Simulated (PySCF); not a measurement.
# Pd⁻ (palladium, charge -1) across methods

[Kr] 4d10 5s1, 2S determinant. Computed with PySCF 2.14 in aug-cc-pwCVDZ-PP with ECP28MDF (6s6p5d3f, 70 functions), with scalar relativity through the core potential.

```csv
method,E (hartree),mean ε 5s α (eV),mean ε 4d α (eV),mean ε 4d β (eV),Σ⟨r²⟩ (bohr²),⟨S²⟩
PBE,-127.4915,1.273,1.607,1.735,72.05,0.753
r2SCAN,-127.5011,1.124,1.603,1.718,71.28,0.755
UHF,-126.59803,0.242,-4.103,-4.155,90.72,0.751
PBE0,-127.4565,0.901,0.243,0.320,73.21,0.753
B97-3,-127.4889,0.972,0.049,0.164,74.48,0.752
CAM-B3LYP,-127.4266,0.194,-1.125,-1.049,72.97,0.750
r2SCANh,-127.4826,0.972,1.041,1.133,71.96,0.754
M06-L,-127.5415,1.466,1.758,1.870,68.17,0.751
LDA,-127.2532,1.142,1.469,1.592,70.27,0.752
```

Energies and moments cover only the electrons outside the core potential. At PBE the highest occupied level has a positive energy, so only the finite basis holds that electron; in a semilocal or global hybrid functional this comes from self-interaction and does not mean that the real anion is unbound.

The highest occupied level is positive at PBE, r2SCAN, UHF, PBE0, B97-3, CAM-B3LYP, r2SCANh, M06-L, LDA: only the finite basis holds that electron, at UHF too, so the state is unbound at these levels.
